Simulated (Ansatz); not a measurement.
`CC[CH](C)[AlH2]`. The species carries charge 0 and has multiplicity 1.

Cartesian coordinates in Å:
```
C -0.664 1.853 -0.123
C 0.498 0.880 -0.251
C 0.235 -0.442 0.470
C 1.392 -1.422 0.288
Al -1.492 -1.131 -0.190
H -0.895 2.060 0.926
H -0.465 2.806 -0.618
H -1.580 1.455 -0.589
H 1.413 1.350 0.135
H 0.689 0.684 -1.314
H 0.125 -0.227 1.542
H 1.252 -2.343 0.861
H 1.518 -1.706 -0.762
H 2.342 -0.983 0.614
H -1.677 -1.296 -1.765
H -2.691 -1.539 0.776
```

Q: Give the diagnostics of a CCSD(T)/def2-TZVPP run (frozen core, Ansatz 0.2.0). (An estimate is asked.)

A: Computed: T1 = 0.0091, largest single amplitude 0.008, largest double 0.022, (T) share of the correlation energy 3.6 %, 8 CCSD cycles. The RHF solution is stable towards an unrestricted one. T1 lies under the customary mark of 0.02 for closed shells.
